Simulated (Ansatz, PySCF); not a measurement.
Zr(OH)3 (H3O3Zr), SMILES [OH][Zr]([OH])[OH] (connectivity only; charge and spin as stated), neutral, multiplicity 2. Atoms are numbered in the order given.

```xyz
7

Zr     0.0000     0.0000     0.0000
O      1.9251     0.0000     0.0000
H      2.8804     0.0000     0.0000
O     -0.9626    -1.6672     0.0000
H     -1.4402    -2.4945     0.0000
O     -0.9626     1.6672     0.0000
H     -1.4402     2.4945     0.0000
```
Charge 0, spin multiplicity 2.

The structure is a stationary point at PBE0-D3(BJ)/def2-SVP. The spin state was assumed, not searched. The isomer is the one that the SMILES or the coordinates give; other isomers of the formula were not compared. The def2 effective core potentials stand for the cores of Zr; spin–orbit coupling is left out. Other conformers were not sampled.

Two levels are set side by side: PBE-D3(BJ)/def2-SVP (Ansatz, a program for electronic structure) and PBE0-D3(BJ)/def2-SVP (Ansatz). Each level has its own optimised geometry; the coordinates shown are those of the second. Frequencies come from the Hessian of PySCF at each geometry. Differences are taken from unrounded values.

| quantity | PBE0-D3(BJ) |
|---|---|
| mean bond length (Å) | 1.440 |
| bond Zr1–O2 (Å) | 1.925 |
| bond Zr1–O4 (Å) | 1.925 |
| bond Zr1–O6 (Å) | 1.925 |
| bond O2–H3 (Å) | 0.955 |
| bond O4–H5 (Å) | 0.955 |
| bond O6–H7 (Å) | 0.955 |
| highest harmonic wavenumber (cm⁻¹) | 4034 |
| mean harmonic wavenumber (cm⁻¹) | 1118 |
| zero-point energy (kcal/mol) | 23.98 |

Q: What does PBE-D3(BJ) give, and how far is it from PBE0-D3(BJ)? (Estimate from the structure and the level; the computed values follow.)

A: 
```tsv
quantity	PBE-D3(BJ)	PBE-D3(BJ) minus PBE0-D3(BJ)
mean bond length (Å)	1.449	0.009
bond Zr1–O2 (Å)	1.933	0.008
bond Zr1–O4 (Å)	1.933	0.008
bond Zr1–O6 (Å)	1.933	0.008
bond O2–H3 (Å)	0.966	0.010
bond O4–H5 (Å)	0.966	0.010
bond O6–H7 (Å)	0.966	0.010
highest harmonic wavenumber (cm⁻¹)	3875	-160
mean harmonic wavenumber (cm⁻¹)	1069	-49
zero-point energy (kcal/mol)	22.92	-1.06
```

GGA bonds tend to be longer and softer than those of functionals with exact exchange. Differences between two approximate levels are no errors against the true value.
